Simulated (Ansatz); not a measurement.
The same path of BrClF3HHf (7 atoms, charge 0, multiplicity 1) was run twice with different band settings. Lost on the way: Hf1–Cl2, Br6–H7. Made: Hf1–Br6, Cl2–H7.

The calculation used Ansatz, RHF/def2-SVP.

Relaxed end points:

```xyz
7
Properties=species:S:1:pos:R:3
Hf 0.192 0.000 0.007
Cl 0.546 0.000 2.373
F 1.932 0.000 -0.753
F -0.609 1.589 -0.679
F -0.609 -1.589 -0.679
Br -3.123 0.000 1.272
H -2.763 0.000 2.635
```

```xyz
7
Properties=species:S:1:pos:R:3
Hf -0.470 0.000 -0.770
Cl -0.162 0.000 3.873
F 1.083 0.000 0.325
F -0.404 1.540 -1.885
F -0.404 -1.540 -1.885
Br -2.646 0.000 0.538
H -1.430 0.000 3.981
```

Common settings: movable images 5; climbing image yes; spring 5.0 eV/Å²; start path through a guess of the saddle point; force threshold 0.05 eV/Å; iteration limit 60; end points relaxed.

| run | optimiser | largest step |
| --- | --- | --- |
| 1 | quadratic models (default) | default |
| 2 | fire | 0.5 Å |

Question: What does each run give, and how far can it be trusted?

Answer: Run 1: converged after 12 iterations, highest image 0.950 eV above the first end. A vibrational analysis at the climbing image gives one clearly imaginary mode, 1111i cm⁻¹: a first-order saddle point.
Run 2: converged after 37 iterations, highest image 0.949 eV above the first end. Another band between the same ends (5 images) ends at a top of the same energy, where a vibrational analysis finds 1 clearly imaginary mode.
The orbitals stay closed-shell, which can raise the energy where a bond breaks towards radicals; this wasn't checked here.
